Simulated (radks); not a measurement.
Excited configurations of Mg2+: one electron is placed in a higher orbital outside [He] 2s2 2p5. The ground configuration is [Ne]. Calculated with a radial shooting solver on a logarithmic mesh with Libxc functionals: scalar-relativistic Kohn-Sham, PBE, spin-polarised, spherical densities, finite nucleus; open shells are filled with parallel spins first; Fermi nuclear charge, rms radius 3.057 fm. Excitation = E - E(ground); binding = E(ion) - E, where the ion is the core of charge +3; n* = 3/sqrt(2 binding) in atomic units, and the quantum defect is n - n*.

outer orbital	excitation (eV)	binding (eV)	n*	quantum defect	eigenvalue (eV)	<r> (bohr)
3d	65.968	14.515	2.905	0.095	-11.587	3.225
4s	67.313	13.170	3.049	0.951	-11.340	4.794
4p	69.317	11.166	3.312	0.688	-9.524	5.350
4d	71.918	8.565	3.781	0.219	-7.166	6.341
4f	72.618	7.866	3.946	0.054	-6.423	5.869
5s	72.814	7.669	3.996	1.004	-6.677	8.234
5p	73.715	6.768	4.254	0.746	-5.864	9.038
5d	74.931	5.552	4.696	0.304	-4.764	10.41
5f	75.290	5.194	4.856	0.144	-4.403	10.12
6d	76.606	3.878	5.620	0.380	-3.373	15.42
7s	76.932	3.551	5.872	1.128	-3.133	17.94
7f	77.752	2.731	6.696	0.304	-2.383	21.40

The Delta-SCF ionisation energy is 80.483 eV (NIST Atomic Spectra Database: 80.144 eV, measured). Self-interaction in the functional shifts the binding energies and quantum defects, so they are the method's values and not measured ones. Open shells are spherical and high-spin; term and fine-structure splittings are not resolved.
